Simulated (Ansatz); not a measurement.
# Energy profile

The step: GeH₄S ([SH][GeH3]) + H₂O → GeH₄O ([OH][GeH3]) + H₂S; bonds formed: Ge1–O7, S2–H6; bonds broken: Ge1–S2, H6–O7 (atoms numbered as in the saddle structure below).

```tsv
atom	x (Å)	y (Å)	z (Å)
Ge1	-0.6114	0.7680	-0.1024
S2	0.0800	-1.3111	1.5237
H3	-0.6235	1.5941	-1.4272
H4	0.2098	1.6089	0.8803
H5	-2.0597	0.4191	0.2239
H6	0.5016	-1.2514	-0.2399
O7	0.2712	-0.6848	-1.1264
H8	1.2026	-0.7033	1.9393
H9	1.0295	-0.4396	-1.6713
```

Electronic energies by CCSD(T) at an estimated basis limit (MP2 extrapolated from triple and quadruple zeta, plus CCSD(T) − MP2 in triple zeta), on PBE0-D4/def2-TZVP structures; GeH₆SO, singlet; no counterpoise correction. Computed with Ansatz 0.2.0 (basis: def2-TZVPP and def2-QZVPP); correlated methods freeze the cores. Filled d shells of the heavier atoms are correlated. The def2 sets are not built for correlating such inner shells, so the correlated values are less sure here. Extrapolation: Hartree–Fock as exp(−7.88 √X), correlation as X^−2.97.

(1) Give the profile in eV, counted from the separated reactants. (Judge from chemistry; the value comes from the calculation.)

No T1 diagnostic of these runs exceeds 0.013.

Results:

(1) Computed:
```
                                                                                                point      eV
separated: GeH₄S (linked as [SH][GeH3]; Ge1, S2, H3, H4, H5, H8; singlet) + H₂O (H6, O7, H9; singlet)   0.000
                                                                                      start structure  -0.149
                                                                                               saddle   1.334
                                                                                        end structure   0.142
separated: GeH₄O (linked as [OH][GeH3]; Ge1, H3, H4, H5, O7, H9; singlet) + H₂S (S2, H6, H8; singlet)   0.278
```

For scale, one of the runs: CCSD(T)/def2-TZVPP, 205 basis functions (an equivalent command: `ansatz run in.yaml --threads 4`). Time: 110 s of wall clock on 4 CPU threads; the host was shared. Peak host memory: 2.6 GiB.
